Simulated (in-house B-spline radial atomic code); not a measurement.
Inner levels of praseodymium as electrons are removed. A shift is the extra binding of the orbital against the neutral atom ([Xe] 4f3 6s2). The density at the nucleus is averaged over the nuclear charge. Computed with a radial B-spline atomic code at the basis-set limit: Dirac-Hartree-Fock, average of the configuration, finite nuclei.

```json
{"ion": "Pr45+", "configuration": "[Ne] 3s2 3p2", "shift of 1s1/2 (eV)": "2997.57", "radius of 1s1/2 (bohr)": "0.024075", "Σ<r²> (bohr²)": "0.3518", "change of density at nucleus (bohr⁻³)": "1229.74"}
{"ion": "Pr46+", "configuration": "[Ne] 3s2 3p1", "shift of 1s1/2 (eV)": "3147.12", "radius of 1s1/2 (bohr)": "0.024072", "Σ<r²> (bohr²)": "0.2838", "change of density at nucleus (bohr⁻³)": "1456.02"}
{"ion": "Pr47+", "configuration": "[Ne] 3s2", "shift of 1s1/2 (eV)": "3298.57", "radius of 1s1/2 (bohr)": "0.024068", "Σ<r²> (bohr²)": "0.21744", "change of density at nucleus (bohr⁻³)": "1685.27"}
{"ion": "Pr48+", "configuration": "[Ne] 3s1", "shift of 1s1/2 (eV)": "3443.34", "radius of 1s1/2 (bohr)": "0.024066", "Σ<r²> (bohr²)": "0.14918", "change of density at nucleus (bohr⁻³)": "-3871.05"}
{"ion": "Pr49+", "configuration": "[He] 2s2 2p6", "shift of 1s1/2 (eV)": "3589.65", "radius of 1s1/2 (bohr)": "0.024065", "Σ<r²> (bohr²)": "0.082304", "change of density at nucleus (bohr⁻³)": "-9568.18"}
{"ion": "Pr50+", "configuration": "[He] 2s2 2p5", "shift of 1s1/2 (eV)": "3946.02", "radius of 1s1/2 (bohr)": "0.024048", "Σ<r²> (bohr²)": "0.071787", "change of density at nucleus (bohr⁻³)": "-9005.93"}
{"ion": "Pr51+", "configuration": "[He] 2s2 2p4", "shift of 1s1/2 (eV)": "4307.01", "radius of 1s1/2 (bohr)": "0.02403", "Σ<r²> (bohr²)": "0.061598", "change of density at nucleus (bohr⁻³)": "-8439.09"}
{"ion": "Pr52+", "configuration": "[He] 2s2 2p3", "shift of 1s1/2 (eV)": "4672.61", "radius of 1s1/2 (bohr)": "0.024012", "Σ<r²> (bohr²)": "0.051725", "change of density at nucleus (bohr⁻³)": "-7867.86"}
{"ion": "Pr53+", "configuration": "[He] 2s2 2p2", "shift of 1s1/2 (eV)": "5042.82", "radius of 1s1/2 (bohr)": "0.023994", "Σ<r²> (bohr²)": "0.042157", "change of density at nucleus (bohr⁻³)": "-7292.44"}
{"ion": "Pr54+", "configuration": "[He] 2s2 2p1", "shift of 1s1/2 (eV)": "5417.62", "radius of 1s1/2 (bohr)": "0.023975", "Σ<r²> (bohr²)": "0.032883", "change of density at nucleus (bohr⁻³)": "-6713.02"}
{"ion": "Pr55+", "configuration": "[He] 2s2", "shift of 1s1/2 (eV)": "5797.03", "radius of 1s1/2 (bohr)": "0.023956", "Σ<r²> (bohr²)": "0.023891", "change of density at nucleus (bohr⁻³)": "-6129.81"}
{"ion": "Pr56+", "configuration": "[He] 2s1", "shift of 1s1/2 (eV)": "6134.68", "radius of 1s1/2 (bohr)": "0.023953", "Σ<r²> (bohr²)": "0.012608", "change of density at nucleus (bohr⁻³)": "-29363.9"}
{"ion": "Pr57+", "configuration": "1s2", "shift of 1s1/2 (eV)": "6475.38", "radius of 1s1/2 (bohr)": "0.023942", "Σ<r²> (bohr²)": "0.0015562", "change of density at nucleus (bohr⁻³)": "-53136.2"}
{"ion": "Pr58+", "configuration": "1s1", "shift of 1s1/2 (eV)": "7551.07", "radius of 1s1/2 (bohr)": "0.023775", "Σ<r²> (bohr²)": "0.00076675", "change of density at nucleus (bohr⁻³)": "-221426"}
```
